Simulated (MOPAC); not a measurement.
MOPAC input (PM7):

```
PM7 FORCE THERMO(298,298) PRECISE LET UHF MS=0.5 GEO-OK AUX(PRECISION=9) THREADS=1
C4H2ISe

I     1.94632932 1   -0.78228921 1   -0.31981607 1
C    -0.02171256 1   -0.13937034 1   -0.07082767 1
C    -0.41201793 1    1.00112601 1    0.48742096 1
Se   -2.20312626 1    1.37448670 1    0.60764971 1
C    -2.36675345 1   -0.33622444 1   -0.25786398 1
C    -1.17468723 1   -0.91990671 1   -0.50626375 1
H    -3.34362428 1   -0.70018929 1   -0.47741879 1
H    -1.04822356 1   -1.88339070 1   -0.98550917 1
```

From the output:

```
     H    8   0.046923   4.347816

          HEAT OF FORMATION =     108.759237 KCALS/MOLE

          ZERO POINT ENERGY      27.397 KCAL/MOL

           NORMAL COORDINATE ANALYSIS (Total motion = 1 Angstrom)

   Root No.       1         2         3         4         5         6         7         8

                 1 A"      1 A'      2 A'      2 A"      3 A'      3 A"      4 A'      5 A'

                 139.7     182.9     257.6     338.9     446.2     539.9     618.3     704.8

           1   -0.0000   -0.0492    0.0659    0.0000   -0.0162   -0.0000    0.0153   -0.0028
           2    0.0000   -0.0349   -0.0136   -0.0000    0.0031    0.0000    0.0019   -0.0025
           3   -0.0242    0.0000   -0.0000    0.0017    0.0000   -0.0033   -0.0000   -0.0000
           4    0.0000   -0.0205   -0.0095   -0.0000    0.0437    0.0000   -0.1006   -0.0160
           5   -0.0000    0.1729    0.1352    0.0000    0.0380   -0.0000   -0.0733    0.0404
           6    0.2066    0.0000    0.0000   -0.0493   -0.0000    0.2321    0.0000    0.0000
           7    0.0000    0.0537   -0.0117    0.0000   -0.0274   -0.0000   -0.1613    0.3090
           8   -0.0000    0.1184    0.1345   -0.0000    0.0899    0.0000   -0.0243   -0.1961
           9    0.2601    0.0000    0.0000    0.1207    0.0000   -0.1234    0.0000   -0.0000
          10   -0.0000    0.0959   -0.0669   -0.0000   -0.0323   -0.0000    0.0268   -0.0335
          11    0.0000   -0.0161   -0.0330    0.0000   -0.0523    0.0000   -0.0253   -0.0129
          12   -0.0383   -0.0000    0.0000   -0.0202   -0.0000   -0.0007   -0.0000    0.0000
          13   -0.0000   -0.0558   -0.1023    0.0000    0.1719    0.0000   -0.0568   -0.0249
          14    0.0000    0.0373    0.0007   -0.0000    0.0713   -0.0000    0.2266    0.1904
          15   -0.0574   -0.0000   -0.0000    0.1415   -0.0000    0.0571    0.0000    0.0000
          16    0.0000   -0.0678   -0.1072   -0.0000    0.1645   -0.0000   -0.0293   -0.0250
          17   -0.0000    0.1351    0.0843    0.0000    0.0998    0.0000    0.0024    0.0560
          18    0.1012    0.0000    0.0000   -0.1014   -0.0000   -0.0842    0.0000    0.0000
          19   -0.0000   -0.1168   -0.1376    0.0000    0.1674   -0.0000   -0.0188    0.0080
          20    0.0000   -0.0311   -0.0371   -0.0000    0.0594    0.0000    0.2487    0.2235
          21   -0.1749   -0.0000   -0.0000    0.3056   -0.0000   -0.0250    0.0000    0.0000
          22    0.0000   -0.1206   -0.1720   -0.0000    0.1979   -0.0000    0.1306    0.0708
          23   -0.0000    0.1585    0.1142    0.0000    0.0818    0.0000   -0.0689    0.0215
          24    0.1373    0.0000    0.0000   -0.2596   -0.0000   -0.4741   -0.0000    0.0000

   Root No.       9        10        11        12        13        14        15        16

                 6 A'      4 A"      5 A"      7 A'      8 A'      9 A'     10 A'     11 A'

                 812.2     817.5     980.1    1078.9    1233.6    1296.4    1686.9    2510.4

           1   -0.0115   -0.0000   -0.0000    0.0022    0.0015   -0.0010   -0.0008    0.0007
           2   -0.0005    0.0000    0.0000   -0.0001    0.0001    0.0001    0.0004   -0.0000
           3    0.0000   -0.0003   -0.0002    0.0000    0.0000    0.0000   -0.0000    0.0000
           4    0.1790    0.0000    0.0000   -0.0706   -0.0880    0.0597    0.0056   -0.2501
           5   -0.0033   -0.0000   -0.0000    0.0498    0.1015   -0.0603    0.0049   -0.3158
           6   -0.0000    0.0458    0.0234    0.0000    0.0000   -0.0000    0.0000   -0.0000
           7    0.0350   -0.0000   -0.0000   -0.0027    0.0200   -0.0028    0.0001    0.2365
           8    0.1148    0.0000    0.0000   -0.0067    0.0255   -0.0014   -0.0183    0.3185
           9    0.0000   -0.0103   -0.0040   -0.0000    0.0000    0.0000   -0.0000    0.0000
          10   -0.0028    0.0000   -0.0000    0.0023   -0.0007    0.0007   -0.0005   -0.0004
          11   -0.0065   -0.0000    0.0000   -0.0014    0.0008    0.0001   -0.0007    0.0003
          12    0.0000    0.0023   -0.0005   -0.0000    0.0000   -0.0000    0.0000   -0.0000
          13   -0.0597   -0.0000    0.0000    0.0017    0.0003   -0.0446   -0.2910   -0.0051
          14    0.0783    0.0000   -0.0000   -0.0541   -0.0111   -0.0564   -0.0390   -0.0068
          15    0.0000   -0.0618    0.0718   -0.0000   -0.0000   -0.0000    0.0000    0.0000
          16   -0.0229   -0.0000   -0.0000    0.0067    0.0177   -0.0563    0.3090    0.0249
          17   -0.1521    0.0000    0.0000   -0.0242   -0.0867    0.1138    0.0317    0.0088
          18   -0.0000   -0.0549   -0.0995   -0.0000   -0.0000    0.0000   -0.0000    0.0000
          19    0.1127    0.0000   -0.0000    0.4662   -0.0620    0.1454   -0.1837   -0.0220
          20    0.2644   -0.0000    0.0000    0.4858   -0.0958    0.1869    0.0995    0.0108
          21    0.0000    0.5259   -0.3209    0.0000   -0.0000    0.0000    0.0000    0.0000
          22   -0.0094    0.0000    0.0000   -0.1405    0.5245    0.4483    0.0339   -0.1116
          23   -0.1425   -0.0000   -0.0000    0.0498   -0.3248   -0.1559    0.1558   -0.0842
          24   -0.0000    0.2988    0.4797    0.0000   -0.0000   -0.0000    0.0000    0.0000

   Root No.      17        18

                12 A'     13 A'

                2754.1    2765.9

           1    0.0000   -0.0000
           2   -0.0000    0.0000
           3    0.0000    0.0000
           4   -0.0048    0.0025
           5   -0.0101    0.0021
           6   -0.0000   -0.0000
           7    0.0051   -0.0008
           8    0.0073   -0.0027
           9   -0.0000    0.0000
          10    0.0000   -0.0001
          11    0.0002    0.0002
          12   -0.0000    0.0000
          13   -0.0203   -0.0401
          14    0.0116    0.0323
          15    0.0000    0.0000
          16   -0.0223    0.0105
          17   -0.0403    0.0232
          18   -0.0000   -0.0000
          19    0.2238    0.4710
          20   -0.1909   -0.4047
          21   -0.0000   -0.0000
          22    0.2731   -0.1306
          23    0.5522   -0.2653
          24    0.0000   -0.0000

           MASS-WEIGHTED COORDINATE ANALYSIS (NORMAL COORDINATES)

   Root No.       1         2         3         4         5         6         7         8

                 1 A"      1 A'      2 A'      2 A"      3 A'      3 A"      4 A'      5 A'

                 139.7     182.9     257.6     338.9     446.2     539.9     618.3     704.8

           1   -0.0000   -0.3774    0.5436    0.0000   -0.1533   -0.0000    0.1464   -0.0211
           2    0.0000   -0.2676   -0.1123   -0.0000    0.0295    0.0000    0.0180   -0.0188
           3   -0.2072    0.0000   -0.0000    0.0216    0.0000   -0.0345   -0.0000   -0.0000
           4    0.0000   -0.0484   -0.0241   -0.0000    0.1273    0.0000   -0.2953   -0.0367
           5   -0.0000    0.4079    0.3429    0.0000    0.1105   -0.0000   -0.2152    0.0926
           6    0.5448    0.0000    0.0000   -0.1957   -0.0000    0.7396    0.0000    0.0000
           7    0.0000    0.1267   -0.0297    0.0000   -0.0797   -0.0000   -0.4735    0.7095
           8   -0.0000    0.2793    0.3411   -0.0000    0.2617    0.0000   -0.0713   -0.4502
           9    0.6857    0.0000    0.0000    0.4789    0.0000   -0.3932    0.0000   -0.0000
          10   -0.0000    0.5799   -0.4351   -0.0000   -0.2408   -0.0000    0.2020   -0.1970
          11    0.0000   -0.0972   -0.2150    0.0000   -0.3903    0.0000   -0.1906   -0.0757
          12   -0.2590   -0.0000    0.0000   -0.2057   -0.0000   -0.0057   -0.0000    0.0000
          13   -0.0000   -0.1316   -0.2594    0.0000    0.5003    0.0000   -0.1668   -0.0571
          14    0.0000    0.0880    0.0018   -0.0000    0.2077   -0.0000    0.6651    0.4370
          15   -0.1514   -0.0000   -0.0000    0.5613   -0.0000    0.1819    0.0000    0.0000
          16    0.0000   -0.1598   -0.2721   -0.0000    0.4788   -0.0000   -0.0859   -0.0573
          17   -0.0000    0.3186    0.2139    0.0000    0.2905    0.0000    0.0071    0.1286
          18    0.2669    0.0000    0.0000   -0.4025   -0.0000   -0.2684    0.0000    0.0000
          19   -0.0000   -0.0798   -0.1011    0.0000    0.1411   -0.0000   -0.0160    0.0053
          20    0.0000   -0.0213   -0.0273   -0.0000    0.0501    0.0000    0.2115    0.1486
          21   -0.1336   -0.0000   -0.0000    0.3513   -0.0000   -0.0231    0.0000    0.0000
          22    0.0000   -0.0824   -0.1264   -0.0000    0.1669   -0.0000    0.1110    0.0471
          23   -0.0000    0.1083    0.0839    0.0000    0.0689    0.0000   -0.0586    0.0143
          24    0.1048    0.0000    0.0000   -0.2984   -0.0000   -0.4376   -0.0000    0.0000

   Root No.       9        10        11        12        13        14        15        16

                 6 A'      4 A"      5 A"      7 A'      8 A'      9 A'     10 A'     11 A'

                 812.2     817.5     980.1    1078.9    1233.6    1296.4    1686.9    2510.4

           1   -0.1247   -0.0000   -0.0000    0.0310    0.0198   -0.0142   -0.0057    0.0042
           2   -0.0053    0.0000    0.0000   -0.0008    0.0009    0.0011    0.0027   -0.0002
           3    0.0000   -0.0051   -0.0025    0.0000    0.0000    0.0000   -0.0000    0.0000
           4    0.5961    0.0000    0.0000   -0.3122   -0.3588    0.2616    0.0128   -0.4407
           5   -0.0109   -0.0000   -0.0000    0.2205    0.4139   -0.2641    0.0112   -0.5564
           6   -0.0000    0.2296    0.1121    0.0000    0.0000   -0.0000    0.0000   -0.0000
           7    0.1166   -0.0000   -0.0000   -0.0120    0.0818   -0.0123    0.0002    0.4167
           8    0.3822    0.0000    0.0000   -0.0297    0.1041   -0.0060   -0.0420    0.5612
           9    0.0000   -0.0515   -0.0191   -0.0000    0.0000    0.0000   -0.0000    0.0000
          10   -0.0238    0.0000   -0.0000    0.0255   -0.0074    0.0081   -0.0027   -0.0018
```
